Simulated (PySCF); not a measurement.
**Radial density of Cd⁺ (cadmium, charge +1)**

r2SCAN, [Kr] 4d10 5s1, 2S determinant. Computed with PySCF 2.14 in def2-SVP with the def2 core potential (28 electrons), with a scalar-relativistic core potential. This is the valence pseudo-density: the core potential removes the inner electrons and smooths the orbitals near the nucleus.

```
r (bohr)  4πr²ρ (e/bohr)  4πr²(ρα − ρβ)
  0.0181       1.248e-05         0.0000
  0.0305       3.480e-05         0.0000
  0.0513       9.735e-05         0.0000
  0.0863       0.0003397         0.0000
   0.145        0.003382         0.0001
   0.244         0.08512        -0.0001
   0.411           2.093         0.0076
   0.691           16.33         0.0349
    1.16           14.56        -0.0413
    1.96           3.014         0.4784
    3.29          0.4198         0.2890
    5.53         0.01151         0.0112
    9.30       3.966e-05         0.0000
```

Energies and moments cover only the electrons outside the core potential.

Task: Where is the radial spin density 4πr²(ρα − ρβ) most negative, and why is it negative at all?

Result: Around r = 1.16 bohr, down to -0.0413 e/bohr: exchange with the open shell polarises the paired shells in an unrestricted calculation.
